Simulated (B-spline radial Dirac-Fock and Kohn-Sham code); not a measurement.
Z = 51 (antimony), transition energy 590 keV. Calculated with an atomic code on a B-spline grid, using a Dirac-Hartree-Slater potential of the neutral atom with a Latter tail (no hole, which puts coefficients of high multipoles low close above an edge), finite nucleus with surface currents. Subshells that would emit electrons below 1 keV are left out.

Task: A pure transition shows α(K) = 0.0984, L1/L2 = 7.47 and L1/L3 = 8.35. What is its multipolarity?
A. E4
B. E2
C. M4
D. M1
E. M2
F. E3
G. M3
H. E1

Result: C. For comparison, α(K), L1/L2, L1/L3 are E1 0.00151, 29.5, 21.4; E2 0.00424, 8.66, 12.1; E3 0.0107, 3.31, 6.88; E4 0.0260, 1.68, 4.23; M1 0.00504, 25.9, 88.6; M2 0.0151, 15.7, 51.7; M3 0.0390, 10.4, 18.4.
